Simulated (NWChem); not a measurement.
System: AlH$_{3}$O$_{2}$; SMILES [OH][AlH][OH]

Excerpt of the output:

```
             Northwest Computational Chemistry Package (NWChem) 7.3.0
             --------------------------------------------------------

 CS  symmetry detected

                             Geometry "geometry" -> ""
                             -------------------------

 Output coordinates in angstroms (scale by  1.889725989 to convert to a.u.)

  No.       Tag          Charge          X              Y              Z
 ---- ---------------- ---------- -------------- -------------- --------------
    1 Al                  13.0000    -0.45793392    -0.01023580     0.00000000
    2 H                    1.0000    -2.03153776    -0.04713712     0.00000000
    3 O                    8.0000     0.36522457    -1.49317957     0.00000000
    4 H                    1.0000     1.31781901    -1.59787031     0.00000000
    5 O                    8.0000     0.45479450     1.42569270     0.00000000
    6 H                    1.0000     0.10670709     2.31796769     0.00000000

 Effective nuclear repulsion energy (a.u.)     101.2287578013

      Symmetry information
      --------------------

 Group name             Cs
 Group number              2
 Group order               2
 No. of unique centers     6

  pbe96 is a nonlocal functional; adding pw91lda local functional.

                                 NWChem DFT Module
                                 -----------------

 Summary of "ao basis" -> "ao basis" (spherical)
 ------------------------------------------------------------------------------
       Tag                 Description            Shells   Functions and Types
 ---------------- ------------------------------  ------  ---------------------
 Al                         def2-svp                 8       18   4s3p1d
 H                          def2-svp                 3        5   2s1p
 O                          def2-svp                 6       14   3s2p1d

      Symmetry analysis of basis
      --------------------------

        a'         45
        a"         16

            General Information
            -------------------
          SCF calculation type: DFT
          Wavefunction type:  closed shell.
          No. of atoms     :     6
          No. of electrons :    32
           Alpha electrons :    16
            Beta electrons :    16
          Charge           :     0
          Spin multiplicity:     1
          Use of symmetry is: on ; symmetry adaption is: on
          Maximum number of iterations: 150
          AO basis - number of functions:    61
                     number of shells:    29
          Convergence on energy requested:  1.00D-06
          Convergence on density requested:  1.00D-05
          Convergence on gradient requested:  5.00D-04

              XC Information
              --------------
          PerdewBurkeErnzerhof Exchange Functional  1.000
            Perdew 1991 LDA Correlation Functional  1.000 local
           PerdewBurkeErnz. Correlation Functional  1.000 non-local

             Grid Information
             ----------------
          Grid used for XC integration:  medium
          Radial quadrature: Mura-Knowles
          Angular quadrature: Lebedev.
          Tag              B.-S. Rad. Rad. Pts. Rad. Cut. Ang. Pts.
          ---              ---------- --------- --------- ---------
          Al                  1.25       88           8.0       590
          H                   0.35       45          11.0       434
          O                   0.60       49          10.0       434
          Grid pruning is: on
          Number of quadrature shells:   321
          Spatial weights used:  Erf1

      Superposition of Atomic Density Guess
      -------------------------------------

 Sum of atomic energies:        -392.67156198

      Non-variational initial energy
      ------------------------------

 Total energy =    -393.193046
 1-e energy   =    -744.711268
 2-e energy   =     250.289464
 HOMO         =      -0.435154
 LUMO         =      -0.003301

      Symmetry analysis of molecular orbitals - initial
      -------------------------------------------------

  Numbering of irreducible representations:

     1 a'          2 a"

  Orbital symmetries:

     1 a'          2 a'          3 a'          4 a'          5 a'
     6 a'          7 a"          8 a'          9 a'         10 a'
    11 a'         12 a'         13 a'         14 a"         15 a"
    16 a'         17 a'         18 a"         19 a'         20 a'
    21 a'         22 a'         23 a'         24 a"         25 a'
    26 a'

   convergence    iter        energy       DeltaE   RMS-Dens  Diis-err
 ---------------- ----- ----------------- --------- --------- ---------
 d= 0,ls=0.0,diis     1   -394.1612202359 -4.95D+02  3.26D-02  1.05D+00
 d= 0,ls=0.0,diis     2   -393.7154276166  4.46D-01  2.31D-02  5.33D+00
 d= 0,ls=0.0,diis     3   -394.2781492699 -5.63D-01  1.90D-03  2.20D-02
 d= 0,ls=0.0,diis     4   -394.2804472185 -2.30D-03  5.32D-04  1.11D-03
 d= 0,ls=0.0,diis     5   -394.2805719352 -1.25D-04  1.13D-04  3.73D-05
  Resetting Diis
 d= 0,ls=0.0,diis     6   -394.2805764889 -4.55D-06  2.90D-05  4.52D-06
 d= 0,ls=0.0,diis     7   -394.2805767050 -2.16D-07  4.58D-05  2.56D-06
 d= 0,ls=0.0,diis     8   -394.2805755258  1.18D-06  3.19D-05  1.44D-05
 d= 0,ls=0.0,diis     9   -394.2805769619 -1.44D-06  1.95D-06  1.29D-08
 d= 0,ls=0.0,diis    10   -394.2805769634 -1.49D-09  3.94D-07  2.00D-09

         Total DFT energy =     -394.280576963390
      One electron energy =     -748.162454148610
           Coulomb energy =      289.378544368916
    Exchange-Corr. energy =      -36.725424985036
 Nuclear repulsion energy =      101.228757801340

 Numeric. integr. density =       32.000005644223

                  Occupations of the irreducible representations
                  ----------------------------------------------

[...]
```

Level: PBE/def2-SVP, vertical spin-unrestricted ions. Geometry: optimised at PBE0/def2-SVP.

Question: Reconstruct the input file.

Answer: One answer among several that fit: the input that was run:
```
start job
memory heap 200 mb stack 900 mb global 1100 mb
geometry units angstroms noautoz
  Al    -0.356546    -0.142380    -0.246479
  H     -1.527459    -0.944865    -0.926605
  O     -0.143838     1.477931    -0.700417
  H      0.532207     2.064763    -0.358379
  O      0.699090    -0.807354     0.910416
  H      0.679939    -1.704558     1.245047
end
basis spherical
  Al library def2-svp
  H library def2-svp
  O library def2-svp
end
dft
  xc xpbe96 cpbe96
  iterations 150
  vectors input atomic output neutral.movecs
end
task dft energy
charge 1
dft
  odft
  mult 2
  vectors input atomic output cation.movecs
end
task dft energy
```
